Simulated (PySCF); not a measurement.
Species: C₆H₉BN₂.
SMILES: `CB(C)c1cnccn1`

Method: PBE0-D3(BJ)/def2-SVP geometry optimisation, gas phase in PySCF 2.14.0.

Take the most abundant isotopes and a rigid rotor. 

Q: Give the principal moments of inertia and the rotational constants in MHz.

A: Ia = 149.36, Ib = 430.15, Ic = 571.10 u·Å²; 505379 MHz·u·Å²/I gives A = 3384, B = 1175, C = 884.9 MHz.

Q: Classify the top.

A: An asymmetric top: κ = (2 × 1175 − 3384 − 884.9)/(3384 − 884.9) = -0.77.

Q: What does the inertial defect say?

A: Not planar: Δ = Ic − Ia − Ib = -8.42 u·Å². For a rigid frame Δ = −2 Σ m c², so Σ m c² = 4.21 u·Å² lies off the ab plane: 3.30 from hydrogen and 0.91 from heavier atoms. The atom farthest from that plane is 1.24 Å away.

Q: Give the other two planar moments, Paa and Pbb, and the rms extents of the mass along the axes.

A: Paa = Σ m a² = (Ib + Ic − Ia)/2 = 425.94 and Pbb = Σ m b² = (Ia + Ic − Ib)/2 = 145.15 u·Å². With the mass M = 120.09 u, the rms extents √(P/M) along a, b and c are 1.88, 1.10, 0.19 Å.

Q: Which lines would a microwave search look for?

A: The dipole components are |μa| = 0.03 D, |μb| = 0.06 D, |μc| = 0.21 D. Intensities carry the squares of the components, which stand as 0.02 : 0.09 : 1.00 (a : b : c). Some lines, for components of 0.1 D or more:

```tsv
type	branch	J(Ka,Kc)	MHz	lower level (cm⁻¹)
c	Q	2(1,2) ← 2(0,2)	1945	0.205
c	Q	1(1,1) ← 1(0,1)	2209	0.069
c	R	1(1,0) ← 0(0,0)	4558	0.000
c	Q	2(2,1) ← 2(1,1)	6626	0.299
c	R	2(1,1) ← 1(0,1)	6908	0.069
c	R	2(2,0) ← 1(1,0)	11062	0.152
c	R	2(2,1) ← 1(1,1)	11325	0.142
```

Q: Estimate the classical rotational partition function at 25 K, 50 K and 298.15 K.

A: Point group C1, symmetry number σ = 1; q = (√π/σ)·√((kT/h)³/(ABC)), k/h = 20836.6 MHz/K: 11200 at 25 K, 31800 at 50 K, 463000 at 298.15 K.

Not checked by PBE0-D3(BJ)/def2-SVP frequencies. No vibrational averaging or centrifugal distortion is included, and the geometry carries the error of its method. A rigid rotor knows nothing of internal rotation, which can split or shift real lines. Quadrupole hyperfine structure (11B, 14N) is left out.

Hardware: Arm Neoverse V1, one thread, shared host with 32 logical CPUs at a one-minute load of 9.6. Cost: 4.1 min wall, 0.79 GiB resident at most. These figures are those of the optimisation.

Shape of the structure used: `[CH3:1][B:2]([CH3:3])[c:4]1[cH:5][n:6][cH:7][cH:8][n:9]1`: C1–B2–C4–C5 8°.
